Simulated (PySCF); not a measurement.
C₅H₉NO₂ (charge -1 and doublet state).
Structure used (GFN2-xTB), in Å, numbered top down from 1:
```
atom  x, y, z in Å
C1    -2.225   -1.229   -0.356
O2    -1.975    0.143   -0.513
C3    -0.704    0.504   -0.004
C4     0.058    1.575   -0.736
C5     0.568    0.078   -0.715
C6     1.734   -0.429   -0.032
N7     1.958    0.108    1.316
O8     2.637   -1.167   -0.592
H9    -3.170   -1.445   -0.860
H10   -2.310   -1.496    0.707
H11   -1.424   -1.832   -0.796
H12   -0.676    0.526    1.085
H13   -0.385    1.944   -1.650
H14    0.546    2.330   -0.137
H15    0.412   -0.404   -1.676
H16    2.122    1.120    1.274
H17    2.825   -0.313    1.643
```

The hyperfine couplings belong to this conformer and change with its torsions.

The species is `CO[C@@H]1C[C@H]1[C](N)[O-]` [radical] (charge -1).

Method used: UKS B3LYP, pcH-1 on C H N O, non-relativistic, mean-field spin-orbit, GIAO in PySCF 2.14.0. Whether the extra electron is bound in the gas phase wasn't checked; a finite basis holds it in any case. The geometry wasn't refined by DFT: couplings that depend on bond lengths, twists or pyramidal angles can differ widely from those at the functional's own minimum, by a factor of two or more for some ions and for spin on atoms past the first row. Stability of the SCF solution: not tested.

What is the g tensor, term by term?

| Δg (ppm) | 1 | 2 | 3 |
| --- | --- | --- | --- |
| relativistic mass correction | -219 | -219 | -219 |
| gauge correction | 15 | 51 | 66 |
| orbital Zeeman/spin–orbit | 107 | 854 | 2506 |
| total | -97 | 686 | 2353 |

So g = 2.00222, 2.00301, 2.00467 and g_iso = 2.00330; the tensor is rhombic: the two nearest values differ by 32 % of g3 − g1. Axes: g1 points within 13° of the C3–C4 bond and g3 points within 6° of the C6–N7 bond.

How much does each term add to the isotropic shift?

The orbital-Zeeman/spin–orbit term 1156, the mass correction -219 and the gauge correction 44 ppm, for a total of 981 ppm. The orbital-Zeeman/spin–orbit term is the largest in size. The mass correction is the same along every axis, so the anisotropy comes from the other two: their spans along these axes are 51 (gauge) and 2399 ppm (orbital Zeeman/spin–orbit).

At 9.366 GHz, how far is the centre of the isotropic spectrum from where a free electron (g = 2.002319) resonates?

B = hν/(g μB) with μB/h = 13.99624 MHz/mT gives 334.20 mT for the free electron and 334.04 mT at g_iso, 0.16 mT lower.

What are the electron Larmor frequencies g μB B/h along the three axes at 3350 mT?

93.8790, 93.9158, 93.9939 GHz for g1, g2 and g3, a range of 114.9 MHz.

In a frozen sample, at which fields do the three g values resonate at 9.5, 34, 94 and 263 GHz (hyperfine left aside), and which band first spreads them over more than twice a line width of 0.5 mT?

| band | GHz | B(g3) mT | B(g2) mT | B(g1) mT | spread mT |
| --- | --- | --- | --- | --- | --- |
| X | 9.5 | 338.59 | 338.87 | 339.00 | 0.41 |
| Q | 34.0 | 1211.78 | 1212.79 | 1213.26 | 1.48 |
| W | 94.0 | 3350.22 | 3353.00 | 3354.32 | 4.10 |
| J | 263.0 | 9373.48 | 9381.28 | 9384.95 | 11.47 |

The spread grows in proportion to the frequency. Q band is the first where it exceeds 1.0 mT.

Largest spin populations (Mulliken): C6 (+0.48), O8 (+0.27), C4 (+0.13) and H16 (+0.09).

The HOMO–LUMO gaps are 1.57 eV among the α and 5.22 eV among the β orbitals.
